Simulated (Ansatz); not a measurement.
Cartesian coordinates (Å):
```xyz
8

C     -1.2930     0.2693    -0.2634
C     -0.2987    -0.2090     0.4940
Si     1.4094    -0.5009    -0.1154
H     -1.1328     0.5703    -1.2947
H     -2.3031     0.3845     0.1182
H     -0.5297    -0.5014     1.5171
H      2.4496    -0.2733     0.9219
H      1.6922     0.2472    -1.3696
```
Charge 0, spin multiplicity 2.

These are frozen-core CCSD(T)/def2-TZVPP // PBE0-D4/def2-TZVP (Ansatz, a first-principles code) values and carry that method's errors.

```yaml
HF energy: -367.55702 Ha
MP2 correlation energy: -0.42054 Ha
```

Estimate the CCSD correlation energy, the (T) correction, the total energy and the T1 diagnostic.


| Quantity | Result |
|---|---|
| CCSD correlation energy | -0.46690 Ha |
| (T) correction | -0.02007 Ha |
| CCSD(T) total energy | -368.04399 Ha |
| T1 diagnostic | 0.032 |
